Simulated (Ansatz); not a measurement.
F3OSi, SMILES `[O][Si](F)(F)F` radical, 5 atoms. Total charge 0; spin multiplicity 2. All runs use 4 threads of an Arm Neoverse V2 on a shared host. Correlated methods freeze the cores. Open-shell runs search over several starts.

(1) How many basis functions does each run have, and how long does it take in Ansatz? UKS PBE0-D4/def2-TZVP relaxation (6 steps); UKS PBE0-D4/def2-QZVPP energy; UKS PBE0-D4/def2-TZVP frequencies; UKS PBE0-D4/def2-SVP energy; UKS PBE-D4/def2-TZVPP energy and forces; UHF-CCSD(T)/def2-TZVPP energy; UKS r2SCAN0-D4/def2-TZVPP energy; UHF-MP2/def2-QZVPP energy; UKS BLYP-D4/def2-TZVPP energy; UKS ωB97M-V/def2-SVP energy; UKS B3LYP-D4/def2-TZVPP energy and forces; UKS ωB97M-V/def2-QZVPP energy. (Estimate.)

Answers

(1) Computed: Other jobs shared the machine, so times are rough.

| level | job | functions | wall time | peak host memory (GiB) |
| --- | --- | --- | --- | --- |
| UKS PBE0-D4/def2-SVP | energy | 74 | 2.2 s | 0.19 |
| UKS BLYP-D4/def2-TZVPP | energy | 166 | 6 s | 0.33 |
| UKS B3LYP-D4/def2-TZVPP | energy and forces | 166 | 7 s | 0.55 |
| UKS PBE-D4/def2-TZVPP | energy and forces | 166 | 7.5 s | 0.33 |
| UKS ωB97M-V/def2-SVP | energy | 74 | 9 s | 0.33 |
| UKS r2SCAN0-D4/def2-TZVPP | energy | 166 | 15 s | 0.66 |
| UKS PBE0-D4/def2-QZVPP | energy | 298 | 17 s | 1.3 |
| UHF-MP2/def2-QZVPP | energy | 298 | 27 s | 1.1 |
| UKS ωB97M-V/def2-QZVPP | energy | 298 | 47 s | 1.6 |
| UKS PBE0-D4/def2-TZVP | relaxation (6 steps) | 161 | 49 s | 0.59 |
| UKS PBE0-D4/def2-TZVP | frequencies | 161 | 60 s | 0.53 |
| UHF-CCSD(T)/def2-TZVPP | energy | 166 | 2.5 min | 3.9 |

B3LYP here is the variant with VWN-RPA as its local correlation; programs differ in this.
